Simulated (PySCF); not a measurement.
Two-component Hartree-Fock for Re²⁺ (rhenium, charge +2)

Start: [Xe] 4f14 5d4 6s1; 5d5/2 filled at m_j = -1/2, +1/2, +3/2, +5/2; 6s1/2 filled at m_j = +1/2. Calculated with PySCF 2.14 in x2c-TZVPall-2c (11s11p10d2f, 108 functions): generalised Hartree-Fock with the X2C-1e Hamiltonian and a Gaussian nucleus; spin-orbit coupling (SO) screened by Boettger's factors. This is a chosen level, not necessarily the ground level.

```tsv
spinor shell	electrons	ε, screened SO (eV)	weight of nominal j (screened SO)	rms radius, screened SO (bohr)
1s1/2	2	-72065.6	1.000	0.0204
2s1/2	2	-12652.3	1.000	0.0824
2p1/2	2	-12085.6	1.000	0.0700
2p3/2	4	-10640.3	1.000	0.0775
3s1/2	2	-3007.6	1.000	0.210
3p1/2	2	-2755.2	1.000	0.202
3p3/2	4	-2436.1	1.000	0.217
3d3/2	4	-2017.0	1.000	0.192
3d5/2	6	-1948.3	1.000	0.196
4s1/2	2	-676.70	1.000	0.468
4p1/2	2	-570.11	1.000	0.476
4p3/2	4	-494.82	1.000	0.509
4d3/2	4	-319.44	0.999	0.531
4d5/2	6	-305.08	0.999	0.543
5s1/2	2	-120.69	1.000	1.11
5p1/2	2	-86.188	0.944	1.23
4f5/2	6	-81.722	0.985	0.636
4f7/2	8	-79.173	0.986	0.641
5p3/2	4	-73.213	0.965	1.31
5d5/2	4	-30.868	0.579	1.85
6s1/2	1	-24.704	0.980	2.91
```

| quantity | screened SO |
| --- | --- |
| E (hartree) | -16699.79497 |
| M_J | 9/2 |
| ⟨J²⟩ | 24.888 |
| ⟨L²⟩ | 6.924 |
| ⟨S²⟩ | 8.355 |

Each row is a mean over spinors that exchange with the open shell spreads, by up to 7.755 eV (5p3/2).

Rows whose weight is well below 1 are mixtures of j = l ± 1/2: exchange outweighs spin-orbit coupling there, and the label is only the starting occupation.

⟨J²⟩ departs a little from M_J(M_J + 1) because the unrestricted spinors polarise the closed shells.

Breit and QED terms are absent; they matter most for the inner s and p1/2 levels.

Densities and radii are taken from the X2C orbitals without a picture-change correction, which distorts them close to the nucleus.
